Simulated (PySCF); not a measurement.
Molecule: C5H11S (charge 0, doublet). It need not be the lowest isomer of its formula. SMILES: [CH2]CCSCC
Coordinates optimised at B3LYP-D3(BJ)/def2-TZVP (Ansatz):
```xyz
17

C     -2.5985     0.1492     0.2034
C     -1.4837    -0.4592     0.9678
C     -0.4413    -1.1812     0.1113
S      0.3912    -0.1571    -1.1440
C      1.1967     1.1160    -0.1198
C      2.2500     0.5905     0.8446
H     -2.4656     0.4268    -0.8324
H     -3.5143     0.4324     0.7030
H     -0.9737     0.3048     1.5761
H     -1.8757    -1.1736     1.7027
H      0.3085    -1.6530     0.7469
H     -0.9163    -1.9729    -0.4705
H      1.6476     1.7877    -0.8521
H      0.4319     1.6900     0.4057
H      1.8112    -0.0648     1.5982
H      2.7312     1.4190     1.3704
H      3.0167     0.0262     0.3129
```
Charge 0, spin multiplicity 2.

Dispersion corrections to the total energy (kcal/mol) from the dftd3 and dftd4 libraries through PySCF: D3(BJ) without and D4 with the three-body term, each with the damping fitted for the functional named.

| functional | D3(BJ) | D4 |
|---|---|---|
| PBE0 | [?] | -7.67 |
| LC-wPBE | -9.05 | -9.97 |
| HSE06 | -6.38 | -7.12 |
| PBE | -9.68 | [?] |
| BP86 | -15.06 | -12.06 |
| B2PLYP | [?] | -6.36 |
| PW6B95 | -4.80 | -7.53 |

**Question.** What belongs in the gaps?

**Answer.** 
- PBE0, D3(BJ): -8.39
- PBE, D4: -9.04
- B2PLYP, D3(BJ): -7.55
